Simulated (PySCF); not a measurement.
First SCF of a structure search on singlet CeO₂, at a hand-made bent geometry. PySCF input:

```python
from pyscf import gto, scf, dft
mol = gto.M(atom='''
Ce     0.000000     0.000000     0.000000
O      1.589200     0.000000     1.112700
O     -1.589200     0.000000     1.112700''',
    basis={'Ce': 'def2-TZVP', 'O': 'def2-TZVP'},
    ecp={'Ce': 'def2-TZVP'},
    charge=0, spin=0)
mf = dft.RKS(mol, xc='PBE0')
mf.grids.atom_grid = (50, 194)
mf.grids.prune = None
aux = {'Ce': 'def2-universal-JKFIT', 'O': 'def2-universal-JKFIT'}
mf = mf.density_fit(auxbasis=aux)
mf.conv_tol = 1e-08
mf.diis_space = 10
mf.max_cycle = 60
mf.verbose = 4
# dm0: spherical densities of the free atoms in this basis, scaled to the electron count
mf.diis, mf.max_cycle = scf.ADIIS(), 15
mf.kernel(dm0)
mf.diis, mf.max_cycle = True, 60
mf.kernel(mf.make_rdm1())
```

Excerpt of the output (cycles and frontier levels):

```
init E= -625.085432412036
  HOMO = -0.426066817887591  LUMO = -0.132338666358972  gap/eV = 7.99275
cycle= 1 E= -624.546938319267  delta_E= 0.538  |g|= 2.08  |ddm|= 2.71
  HOMO = -0.471224235909732  LUMO = -0.453942436794214  gap/eV = 0.47026
cycle= 2 E= -555.374502982302  delta_E= 69.2  |g|= 23.9  |ddm|=  4.4
cycle= 3 E= -257.844809961459  delta_E=  298  |g|= 21.8  |ddm|=   43
  HOMO = -0.131643168648813  LUMO = -0.127800045425437  gap/eV = 0.10458
cycle= 4 E= -601.37070016364  delta_E= -344  |g|= 13.3  |ddm|= 42.8
  HOMO = -0.0957296121521729  LUMO = -0.0735696687039393  gap/eV = 0.60300
cycle= 5 E= -624.047424085416  delta_E= -22.7  |g|= 2.78  |ddm|= 2.82
  HOMO = -0.271761931432635  LUMO = -0.16564771192408  gap/eV = 2.88751
cycle= 6 E= -625.308161883037  delta_E= -1.26  |g|= 1.08  |ddm|= 1.22
  HOMO = -0.209447451441361  LUMO = -0.0588713412388735  gap/eV = 4.09738
cycle= 7 E= -625.252944484774  delta_E= 0.0552  |g|= 1.17  |ddm|= 1.07
  HOMO = -0.261823211896409  LUMO = -0.0738937322512138  gap/eV = 5.11382
cycle= 8 E= -625.425617426601  delta_E= -0.173  |g|= 0.308  |ddm|= 0.618
  HOMO = -0.238117907737799  LUMO = -0.0899650296584897  gap/eV = 4.03145
cycle= 9 E= -625.405208710313  delta_E= 0.0204  |g|= 0.463  |ddm|= 0.284
  HOMO = -0.255827309881944  LUMO = -0.0921105245672894  gap/eV = 4.45496
cycle= 10 E= -625.437270629545  delta_E= -0.0321  |g|= 0.127  |ddm|= 0.143
  HOMO = -0.250051248842033  LUMO = -0.0729705895100177  gap/eV = 4.81861
cycle= 11 E= -625.437162768733  delta_E= 0.000108  |g|= 0.126  |ddm|= 0.112
  HOMO = -0.255109511808019  LUMO = -0.0822488439082069  gap/eV = 4.70378
cycle= 12 E= -625.439219342979  delta_E= -0.00206  |g|= 0.0196  |ddm|= 0.0602
  HOMO = -0.252096680517672  LUMO = -0.0839567581362429  gap/eV = 4.57532
cycle= 13 E= -625.438582313691  delta_E= 0.000637  |g|= 0.0668  |ddm|= 0.032
  HOMO = -0.25292017343942  LUMO = -0.0817132732021518  gap/eV = 4.65878
cycle= 14 E= -625.439214524223  delta_E= -0.000632  |g|= 0.02  |ddm|= 0.0187
  HOMO = -0.253960435546209  LUMO = -0.081720396709686  gap/eV = 4.68689
cycle= 15 E= -625.439270225812  delta_E= -5.57e-05  |g|= 0.00342  |ddm|= 0.00873
SCF not converged.
init E= -625.439270225812
  HOMO = -0.253847355681833  LUMO = -0.0829164579510216  gap/eV = 4.65127
cycle= 1 E= -625.439223887269  delta_E= 4.63e-05  |g|= 0.0177  |ddm|= 0.00827
  HOMO = -0.2547159860586  LUMO = -0.0767818803201456  gap/eV = 4.84183
cycle= 2 E= -625.438026404293  delta_E= 0.0012  |g|= 0.0897  |ddm|= 0.0418
  HOMO = -0.253918615092812  LUMO = -0.0818890270487672  gap/eV = 4.68116
cycle= 3 E= -625.439272314743  delta_E= -0.00125  |g|= 0.0011  |ddm|= 0.035
  HOMO = -0.253965808228411  LUMO = -0.0819327607075068  gap/eV = 4.68126
cycle= 4 E= -625.439272445293  delta_E= -1.31e-07  |g|= 0.000125  |ddm|= 0.000508
  HOMO = -0.253952399364  LUMO = -0.0819220589123721  gap/eV = 4.68118
cycle= 5 E= -625.439272450846  delta_E= -5.55e-09  |g|= 0.000104  |ddm|= 0.000163
  HOMO = -0.253959694306311  LUMO = -0.0819259198896036  gap/eV = 4.68128
cycle= 6 E= -625.439272455924  delta_E= -5.08e-09  |g|= 2.72e-05  |ddm|= 0.000141
  HOMO = -0.253953156183581  LUMO = -0.0819198113199177  gap/eV = 4.68127
Extra cycle  E= -625.439272456581  delta_E= -6.57e-10  |g|= 2.91e-05  |ddm|= 6.62e-05
converged SCF energy = -625.439272456581
```

No lower solution of this spin was found from smeared starts or by a stability analysis within the restricted form, which does not test spin polarisation.

The search for the lowest solution, 3 starts and the stability check together, took 48 s on 4 threads of a shared AMD EPYC 7R43 64-Core (Zen 3) host, with 155 basis functions; the process peaked at 0.68 GiB. Launch command: `OMP_NUM_THREADS=4 python axn.py task.json out`.
